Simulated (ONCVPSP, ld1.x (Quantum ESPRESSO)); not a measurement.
# Potentials for aluminium (Al) compared

Generated with ld1.x 7.5 (TM, RRKJ, ultrasoft, PAW), atompaw 4.2 or ONCVPSP 4.0.1. The cutoff is in Ry: for ld1.x and atompaw files where the sum of valence levels is converged to 10 mRy in a Bessel basis, for ONCV files where the hardest occupied wave has 1 mHa per electron of residual kinetic energy. The error is the largest all-electron minus pseudo excitation energy over each file’s own four to seven test configurations (ionisations up to +4, promotions, holes and added fractions of an electron), all of which were solved. The labels leave out finer settings (local radius, basis sizes, second energies), which also bear on the numbers. Spin-polarised tests are not counted. The rows are a selection from randomly drawn settings: files with unsolved tests, undetermined cutoffs or missed reference levels are left out.

| potential | cutoff (Ry) | largest error (meV) | bound ghosts |
| --- | --- | --- | --- |
| ONCV, BLYP, scalar-relativistic, rc 2.00/2.00 (sp), local p, core correction yes, reference 3s2 3p1, qcut 3.9/3.6, projectors 2/0 | 12 | +56 | none |
| ONCV, PBE, scalar-relativistic, rc 2.10/2.25 (sp), local smoothed, core correction yes, reference 3s2 3p1, qcut 3.2/3.2, projectors 3/2 | 10 | -144 | none |
| ultrasoft, PBE, non-relativistic, rc 2.45/2.70 (sp), local smoothed, core correction yes, reference 3s2 3p0.5 | 6 | -19 | none |

**Question.** Fill in the row for Al: ONCV, LDA (Perdew-Wang 92), scalar-relativistic, rc 1.25/1.05/1.05 (spd), local smoothed, core correction yes, reference 2s2 2p6 3s2 3p0.75, qcut 10.4/13.5/8.5, projectors 2/2/2.

**Answer.** cutoff 143 Ry, largest error -1.0 meV, bound ghosts: none.

**Question.** Fill in the row for Al: ONCV, PBE, scalar-relativistic, rc 1.20/0.90/1.15 (spd), local smoothed, core correction no, reference 2s2 2p6 3s2, qcut 11/14.1/7, projectors 2/1/2.

**Answer.** cutoff 168 Ry, largest error -81 meV, bound ghosts: none.
